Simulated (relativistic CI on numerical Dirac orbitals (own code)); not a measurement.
# Radial parameters of Rb²¹⁺

Calculated at this level of theory: Dirac-Coulomb-Breit CI, KLI orbitals optimised for each configuration, model QED (radiative potential, 1s self-energy scaled to tabulated hydrogen-like ionisation energies), unscaled Slater integrals (own radial code, finite nucleus).

Slater integrals F^k, G^k are unscaled and averaged over j, outside the closed core [Ne]; ζ comes from projecting the Hamiltonian with its Breit term on Σ l·s of the shell.

- 3s²3p⁴: F^2(3p,3p) = 227590, ζ(3p) = 69233 cm⁻¹; <r>(3p) = 0.4378, <r^2>(3p) = 0.2209 (bohr units).
- 3s3p⁵: G^1(3s,3p) = 289930, ζ(3p) = 69177 cm⁻¹; <r>(3s) = 0.4478, <r^2>(3s) = 0.228, <r>(3p) = 0.4383, <r^2>(3p) = 0.2214 (bohr units).
- 3s²3p³3d: F^2(3p,3p) = 227280, ζ(3p) = 69117, F^2(3p,3d) = 227550, G^1(3p,3d) = 248220, G^3(3p,3d) = 164510, ζ(3d) = 7837 cm⁻¹; <r>(3p) = 0.4385, <r^2>(3p) = 0.2215, <r>(3d) = 0.3957, <r^2>(3d) = 0.1817 (bohr units).

Averages of the first 10 configurations, taken without configuration mixing, which lowers the lowest level and can move excited configurations by several eV; other configurations of the list can lie among them:

```json
{"Configuration": "3s²3p⁴", "Parity": "even", "States": "15", "Average energy above the lowest level (eV)": "16.4"}
{"Configuration": "3s3p⁵", "Parity": "odd", "States": "12", "Average energy above the lowest level (eV)": "97.6"}
{"Configuration": "3s²3p³3d", "Parity": "odd", "States": "200", "Average energy above the lowest level (eV)": "119.0"}
{"Configuration": "3p⁶", "Parity": "even", "States": "1", "Average energy above the lowest level (eV)": "188.7"}
{"Configuration": "3s3p⁴3d", "Parity": "even", "States": "300", "Average energy above the lowest level (eV)": "195.9"}
{"Configuration": "3p⁵3d", "Parity": "odd", "States": "60", "Average energy above the lowest level (eV)": "282.7"}
{"Configuration": "3s3p³3d²", "Parity": "odd", "States": "1800", "Average energy above the lowest level (eV)": "297.8"}
{"Configuration": "3s²3p²3d4p", "Parity": "odd", "States": "900", "Average energy above the lowest level (eV)": "588.8"}
{"Configuration": "3p⁵4s", "Parity": "odd", "States": "12", "Average energy above the lowest level (eV)": "622.6"}
{"Configuration": "3s²3p³4s", "Parity": "odd", "States": "40", "Average energy above the lowest level (eV)": "457.1"}
```
